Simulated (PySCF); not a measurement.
Input of a run (PBE0-D3(BJ)/def2-SVP geometry optimisation, gas phase, def2 core potentials past Kr (PySCF 2.14.0)), started from a GFN2-xTB structure with every atom displaced at random (by about 0.01 Å):
```
{"job": {"xc": "PBE0", "basis": "def2-SVP", "d3": "d3bj", "grid": 1, "maxiter": 30, "shake": 0.01, "kind": "geom"}, "charge": 0, "multiplicity": 1}
Si    -2.007680    -0.474390     0.337370
Pb     0.198690     0.645900    -0.457250
B      2.341160    -0.227960     0.138660
Cl     3.054620    -1.596500    -0.645590
Cl     3.298930     0.455560     1.393300
H     -3.042950    -0.220790    -0.697390
H     -2.423880     0.169260     1.591240
H     -1.789760    -1.874260     0.518380
H      0.204520     0.748510    -2.195180
H      0.216790     2.353740    -0.004620
```

Output (energies in Eh, forces in Eh/bohr):
```
step   0  E = -1429.78114777  max force = 0.025569
step   1  E = -1429.78656150  max force = 0.006154
step   2  E = -1429.78691891  max force = 0.002892
step   3  E = -1429.78715528  max force = 0.001012
step   4  E = -1429.78724394  max force = 0.000843
step   5  E = -1429.78729798  max force = 0.000526
step   6  E = -1429.78734847  max force = 0.000590
step   7  E = -1429.78737861  max force = 0.000581
step   8  E = -1429.78740704  max force = 0.000733
step   9  E = -1429.78744043  max force = 0.000673
step  10  E = -1429.78749376  max force = 0.000737
step  11  E = -1429.78756479  max force = 0.000747
step  12  E = -1429.78762041  max force = 0.001205
step  13  E = -1429.78765586  max force = 0.000723
step  14  E = -1429.78768131  max force = 0.000207
step  15  E = -1429.78768489  max force = 0.000152
optimisation converged
```

**Question.** Summarise the run.

**Answer.** The energy falls by 0.178 eV over 16 energy and gradient evaluations, the largest force component goes from 0.0256 to 1.5e-04 Eh/bohr, and the atoms move by 0.404 Å rms after alignment. The bond that changes most is Pb2–B3 (ends: lead bonded to B, Si and 2 H; three-coordinate boron), which shortens by 0.083 Å. Bonds longer at the end by more than 0.005 Å: 7 of 9; shorter: 1. Among the angles that change most is Si1–Pb2–B3, from 121.8° to 110.3°. Among the dihedrals that turn most is H7–Si1–Pb2–H9, from -144° to -177°. The energy never rose by more than 1e-6 Eh on the way. The first step brought 83 % of the lowering.

**Question.** What are the final bond lengths?

**Answer.** Si1–Pb2 2.616 Å, Pb2–B3 2.306 Å, B3–Cl4 1.745 Å, B3–Cl5 1.746 Å, Si1–H6 1.494 Å, Si1–H7 1.495 Å, Si1–H8 1.494 Å, Pb2–H9 1.764 Å, Pb2–H10 1.764 Å. Numbering counts from 1 in the input's order; the species is `Cl[B](Cl)[PbH2][SiH3]`.

The run used 119 basis functions and 99 SCF cycles in all. Time: 1.9 min of wall time; peak memory 0.50 GiB. Hardware: one thread, Arm Neoverse V1 (aarch64), no GPU, on a shared host.

Not checked by PBE0-D3(BJ)/def2-SVP frequencies. The numbers are those of one conformer.
